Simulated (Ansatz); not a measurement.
Abridged output of a molecular run in Ansatz:

```
Functional definition: HF
1721 factors; integrals over basis functions are off by at most 1.3e-3 eV
mean field evaluation 1: about -9069.5302 eV, gradient 4.5e1 eV
mean field evaluation 2: about -9069.7986 eV, gradient 4.5e1 eV
mean field evaluation 4: about -9074.0466 eV, gradient 4.3e0 eV
mean field evaluation 8: about -9074.1073 eV, gradient 2.0e-1 eV
mean field -9074.10742121 eV, -333.4672970785 hartree, gradient 1.0e-6 eV, S^2 0.000000; 0 other end points of the search recorded, 0 dependent functions left out
6 core orbitals not correlated: weight in the atoms' cores, before any rotation towards them, 1.000 or more for the frozen orbitals, at most 0.000 for the correlated occupied ones
reference -9074.10742121 eV, -333.4672970785 hartree; 18, 18 occupied and 260, 260 virtual orbitals, 1721 factors
second order -30.93200784 eV of doubles, -0.00000000 eV of singles
cycle   1  -31.12859801 eV  change   -2.0e-1 eV  update   1.1e-1
cycle   2  -31.82164867 eV  change   -6.9e-1 eV  update   3.2e-2
cycle   3  -31.97714147 eV  change   -1.6e-1 eV  update   1.7e-2
cycle   4  -31.95934237 eV  change    1.8e-2 eV  update   4.2e-3
cycle   5  -31.95805783 eV  change    1.3e-3 eV  update   2.0e-3
cycle   6  -31.95917846 eV  change   -1.1e-3 eV  update   6.2e-4
cycle   7  -31.95867454 eV  change    5.0e-4 eV  update   2.1e-4
cycle   8  -31.95855319 eV  change    1.2e-4 eV  update   7.4e-5
cycle   9  -31.95858073 eV  change   -2.8e-5 eV  update   3.1e-5
perturbative correction -1.16551974 eV, -0.0428320606 hartree
Total energy: -9107.23152168 eV, -334.6845853186 hartree
```

Its atoms:

Z-matrix (Å, degrees):
```
C
N 1 1.443
H 1 1.090 2 109.2
H 1 1.094 2 111.7 3 -119.3
H 1 1.094 2 111.7 3 119.4
B 2 1.393 1 125.1 3 -2.7
H 2 1.008 1 114.6 3 -176.7
O 6 1.385 2 123.2 1 178.1
H 6 1.196 2 120.5 1 -1.3
C 8 1.368 6 121.7 2 -10.9
F 10 1.385 8 111.3 6 65.6
H 10 1.091 8 108.7 6 -176.6
H 10 1.097 8 111.8 6 -53.2
```

(1) Which basis set was used?
A. def2-QZVPP
B. cc-pV(D+d)Z
C. def2-TZVPPD
D. def2-TZVPP

(2) Write the keys of the input that set method, charge and spin (a neutral closed shell needs none for the last two).

## Answers

(1) D. It gives 284 functions.

(2) 
```yaml
correlation: {method: ccsd_t}
```
